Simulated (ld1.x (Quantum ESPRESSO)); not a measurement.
## Configuration tests for niobium (PAW)

| Item | Value |
| --- | --- |
| Element | niobium (Nb) |
| Generator | ld1.x (Quantum ESPRESSO) 7.5 |
| Type | PAW |
| Functional | LDA (PZ) |
| Relativity | scalar-relativistic |
| Frozen core | [Kr] |
| Valence charge | 5 |
| Reference configuration | 4d4 5s0.75 5p0.25 |
| Partial waves | 5s (bound): rcut 2.75, rcutus 3.35 bohr; 5s channel at 3.8 Ry: rcut 2.75, rcutus 3.35 bohr; 5p (bound): rcut 3.35, rcutus 4.60 bohr; 5p channel at 1.2 Ry: rcut 3.35, rcutus 4.60 bohr; 4d (bound): rcut 2.00, rcutus 2.20 bohr; 4d channel at 0.3 Ry: rcut 2.00, rcutus 2.20 bohr |
| Local potential | all-electron potential smoothed inside 2.90 bohr (lloc = -2) |
| Core correction | Bessel-smoothed model core, default radius (core density twice the valence density) |
| Augmentation charge | BG, radius 1.85 bohr |

Energies are relative to the spin-unpolarised reference configuration 4d4 5s0.75 5p0.25; without spin polarisation the order of configurations can differ from experiment. Spin-polarised rows fill each open shell by Hund’s rule, majority spin first.

| valence configuration | charge | ΔE all-electron (eV) | error AE − PS (meV) |
| --- | --- | --- | --- |
| 4d4 5s1 5p0 | 0 | -0.747 | +0.2 |
| 4d4 5s0 5p0 | +1 | 6.169 | +0.6 |
| 4d3 5s0 5p0 | +2 | 20.445 | -81 |
| 4d1 5s0 5p0 | +4 | 82.468 | -1773 |
| 4d4 5s0.5 5p0 | +0.5 | 2.017 | +0.4 |
| 4d4.5 5s0.5 5p0 | 0 | -0.164 | -4.2 |
| 4d4 5s0 5p1 | 0 | 2.301 | -0.4 |
| 4d4 5s0.75 5p0.25 (spin-polarised) | 0 | -2.555 | -13 |

**Question.** What are ΔE and the potential's error for 4d4 5s1 5p0 (spin-polarised)?

**Answer.** ΔE = -3.356 eV all-electron; the error (AE − PS) is -12 meV.
